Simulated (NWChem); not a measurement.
System: Si₂H₆O₃; SMILES O[SiH2][SiH](O)O

The following NWChem deck was run.

```
start job
memory heap 200 mb stack 900 mb global 1100 mb
geometry units angstroms noautosym nocenter noautoz
  O      0.911045    -1.738602    -0.552140
  Si    -0.634599    -1.289845    -0.036393
  Si    -0.105997     0.933372     0.477042
  O      1.556294     0.880985     0.505431
  O     -0.736477     1.873634    -0.744492
  H      1.046670    -2.641611    -0.854275
  H     -1.649005    -1.491324    -1.119115
  H     -1.068903    -2.119206     1.135531
  H     -0.541263     1.475675     1.796583
  H      1.892534     0.110642     0.023402
  H     -0.604014     2.823954    -0.667798
end
basis spherical
  * library pcsseg-1
end
dft
  xc kt2
  iterations 150
end
property
  shielding
end
task dft property
```

Output (shortened):

```
             Northwest Computational Chemistry Package (NWChem) 7.3.0
             --------------------------------------------------------

                             Geometry "geometry" -> ""
                             -------------------------

 Output coordinates in angstroms (scale by  1.889725989 to convert to a.u.)

  No.       Tag          Charge          X              Y              Z
 ---- ---------------- ---------- -------------- -------------- --------------
    1 O                    8.0000     0.91104500    -1.73860200    -0.55214000
    2 Si                  14.0000    -0.63459900    -1.28984500    -0.03639300
    3 Si                  14.0000    -0.10599700     0.93337200     0.47704200
    4 O                    8.0000     1.55629400     0.88098500     0.50543100
    5 O                    8.0000    -0.73647700     1.87363400    -0.74449200
    6 H                    1.0000     1.04667000    -2.64161100    -0.85427500
    7 H                    1.0000    -1.64900500    -1.49132400    -1.11911500
    8 H                    1.0000    -1.06890300    -2.11920600     1.13553100
    9 H                    1.0000    -0.54126300     1.47567500     1.79658300
   10 H                    1.0000     1.89253400     0.11064200     0.02340200
   11 H                    1.0000    -0.60401400     2.82395400    -0.66779800

 Effective nuclear repulsion energy (a.u.)     311.7985899909

                              NWChem Property Module
                              ----------------------

  itol2e modified to match energy
  convergence criterion.

                                 NWChem DFT Module
                                 -----------------

 Summary of "ao basis" -> "ao basis" (spherical)
 ------------------------------------------------------------------------------
       Tag                 Description            Shells   Functions and Types
 ---------------- ------------------------------  ------  ---------------------
 O                          pcsseg-1                 7       17   3s3p1d
 Si                         pcsseg-1                10       24   4s5p1d
 H                          pcsseg-1                 3        5   2s1p

  itol2e modified to match energy
  convergence criterion.

[...]

          -----------------------------------------
          Chemical Shielding Tensors (GIAO, in ppm)
          -----------------------------------------

                                NWChem CPHF Module
                                ------------------

  scftype          =     RHF
  nclosed          =       29
  nopen            =        0
  variables        =     2900
  # of vectors     =        3
  tolerance        = 0.10D-03
  level shift      = 0.00D+00
  max iterations   =       50
  max subspace     =       30

 SCF residual:    3.7798185689294500E-005

Iterative solution of linear equations
  No. of variables     2900
  No. of equations        3
  Maximum subspace       30
        Iterations       50
       Convergence  1.0D-04

   iter   nsub   residual    time
   ----  ------  --------  ---------
     1      3    1.15D-05      54.5

      Atom:    1  O
        Diamagnetic
    399.5034     -9.3541     -9.3589
     -9.3541    397.6840      9.5587
     -9.3589      9.5587    377.5084

        Paramagnetic
   -116.3519     15.5822     25.4968
     15.5822    -13.3065      4.8665
     25.4968      4.8665    -25.5111

        Total Shielding Tensor
    283.1515      6.2281     16.1379
      6.2281    384.3775     14.4251
     16.1379     14.4251    351.9973

           isotropic =     339.8421
          anisotropy =      76.9676

          Principal Components and Axis System
                 1           2           3
              391.1538    348.9011    279.4713

      1         0.1101      0.1830      0.9769
      2         0.9171     -0.3977     -0.0289
      3         0.3832      0.8991     -0.2116

      Atom:    2  Si
        Diamagnetic
    884.5739     -0.3573     -1.8400
     -0.3573    884.8199      1.8774
     -1.8400      1.8774    878.4440

        Paramagnetic
   -447.4363    -47.8880    -35.7594
    -47.8880   -516.1787     14.7622
    -35.7594     14.7622   -524.7767

        Total Shielding Tensor
    437.1376    -48.2452    -37.5994
    -48.2452    368.6412     16.6395
    -37.5994     16.6395    353.6672

           isotropic =     386.4820
          anisotropy =     134.0475

          Principal Components and Axis System
                 1           2           3
              475.8470    344.8270    338.7721

      1         0.8449      0.2892      0.4499
      2        -0.4297      0.8680      0.2490
      3        -0.3185     -0.4037      0.8576

      Atom:    3  Si
        Diamagnetic
    883.7689     -0.7737      1.8222
     -0.7737    885.5309     -0.5649
      1.8222     -0.5649    880.2558

        Paramagnetic
   -507.5229     12.8731     11.7936
     12.8731   -528.6389    -24.8641
     11.7936    -24.8641   -499.4318

        Total Shielding Tensor
    376.2459     12.0994     13.6158
     12.0994    356.8920    -25.4290
     13.6158    -25.4290    380.8240

           isotropic =     371.3206
          anisotropy =      40.6937

          Principal Components and Axis System
                 1           2           3
              398.4497    382.0009    333.5113

      1         0.2835      0.8796     -0.3820
      2        -0.4391      0.4732      0.7637
      3         0.8525     -0.0488      0.5204

      Atom:    4  O
        Diamagnetic
    407.1899     -6.0196     -2.8833
     -6.0196    389.8699      7.0096
     -2.8833      7.0096    379.9137

        Paramagnetic
   -157.4279     24.7114     39.9559
     24.7114   -174.6516    -88.7051
     39.9559    -88.7051   -106.7803

[...]
```

Level: KT2/pcSseg-1, GIAO. Structure relaxed at the PBE0/def2-SVP level. The printed shielding anisotropy is the first printed principal value minus the mean of the other two.
